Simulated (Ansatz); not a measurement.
Li3N⁻ was relaxed with PBE-D4 (def2-TZVPD) in Ansatz in these states: charge -1 doublet, charge -1 quartet. The geometries follow in no particular order.

A:

```xyz
4

Li   -0.149    1.754    0.736
Li    1.472   -1.110   -0.489
Li   -1.481   -0.719   -0.278
N     0.158    0.076    0.031
```

B:

```xyz
4

Li    0.9801   -0.2433    1.4022
Li   -0.9558   -1.3020   -0.6144
Li   -0.2212    1.5957   -0.6252
N     0.1969   -0.0505   -0.1625
```

Problem. Judge from the bond lengths which geometry belongs to which state (an estimate).

Solution. A is the charge -1 quartet (Li1–Li2 3.511 Å, Li3–N4 1.848 Å, Li1–N4 1.845 Å); B is the charge -1 doublet (Li1–Li2 2.989 Å, Li3–N4 1.760 Å, Li1–N4 1.760 Å).

At PBE-D4/def2-TZVPD the highest occupied level of the charge -1 quartet lies above zero (up to 0.85 eV). It is a level of α spin, whose loss leaves a triplet; that state wasn't run at this geometry and level. The electron is either unbound and held by the finite basis, or the level is raised by self-interaction error. At PBE-D4/def2-TZVPD the highest occupied level of the charge -1 doublet lies above zero (up to 0.97 eV). By energy differences its removal costs 0.26 eV (vertical, to the charge 0 singlet, at PBE-D4/def2-TZVPD); a positive level beside a positive removal energy at the same level points to self-interaction error. At PBE-D4/def2-TZVPD the gap within one spin of the charge -1 quartet nearly closes, so an electron or hole may be smeared out by delocalisation error. At PBE0-D4/def2-TZVPD a doublet lies 0.19 eV below the charge -1 quartet. These are the stationary points nearest to one start from a short search; other shapes may lie lower in each state.
